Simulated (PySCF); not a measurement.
## Calculated properties of `C#CC(=O)CC(=C)COC`

Compound: C₈H₁₀O₂.
Structure used (GFN2-xTB), in Å, numbered top down from 1:
```
atom  x, y, z in Å
C1     4.034   -0.623   -1.614
C2     3.113   -0.527   -0.850
C3     2.022   -0.438    0.089
O4     2.061   -0.937    1.185
C5     0.845    0.339   -0.477
C6    -0.243    0.525    0.540
C7    -0.426    1.657    1.199
C8    -1.096   -0.701    0.760
O9    -1.700   -1.165   -0.432
C10   -2.741   -0.338   -0.888
H11    4.834   -0.701   -2.291
H12    1.212    1.295   -0.856
H13    0.461   -0.241   -1.322
H14    0.204    2.517    1.040
H15   -1.205    1.766    1.934
H16   -1.861   -0.500    1.523
H17   -0.460   -1.523    1.101
H18   -3.545   -0.271   -0.145
H19   -2.386    0.675   -1.111
H20   -3.126   -0.797   -1.797
```

Some functional groups and rings: ketone, alkyne, C=C double bond and ether.

**GFN2-xTB geometry**

- Point group of the GFN2-xTB geometry: C1
- Rotational constants A, B, C of the GFN2-xTB geometry: 2.342, 0.719, 0.659 GHz

**PBE0/pcSseg-1 ground state and GIAO shieldings, non-relativistic (PySCF)**

* Dipole moment: 3.06 D
* HOMO energy: -7.54 eV
* LUMO energy: -1.76 eV
* HOMO–LUMO gap: 5.78 eV
* Lowest Hirshfeld atomic charge: -0.21 e on O4
* Highest Hirshfeld atomic charge: +0.18 e on C3
* 13C chemical shifts (computed TMS as zero) by class: 190.4 (C3), 150.2 (C6), 124.7 (C7), 86.9 (C1), 85.2 (C2), 79.6 (C8), 58.1 (C10), 53.6 (C5) ppm
* 1H chemical shifts (computed TMS as zero) by class: 5.51 (H15), 5.31 (H14), 4.19 (H16/H17), 3.56 (H12/H13), 3.29 (H18/H19/H20), 2.75 (H11) ppm
* Isotropic shieldings of nuclei other than C and H, by class: -353 (O4), 313 (O9) ppm
* Mayer bond orders between heavy atoms: C1–C2 2.39, C2–C3 0.96, C3–O4 2.00, C3–C5 0.94, C5–C6 1.03, C6–C7 1.99, C6–C8 1.01, C8–O9 0.92, O9–C10 0.93

Monoisotopic mass from the formula: 138.0681 u.

With B = h/(8π²I), that is 505.379 GHz u Å² over I, the principal moments of inertia are 215.8, 702.6 and 766.9 u Å² (most abundant isotopes). In atomic units the dipole is 1.20 e·bohr (1 au = 2.5417 D). The rotational constants make it an asymmetric top with κ = (2B − A − C)/(A − C) = -0.93, nearer the prolate limit (−1).

The structure is a single GFN2-xTB conformer in the gas phase; no vibrational or solvent corrections. NMR classes are plain means over equivalent atoms (diastereotopic ones count apart unless rotation or inversion swaps them), as if these changed places fast; in this geometry the members of some classes differ.
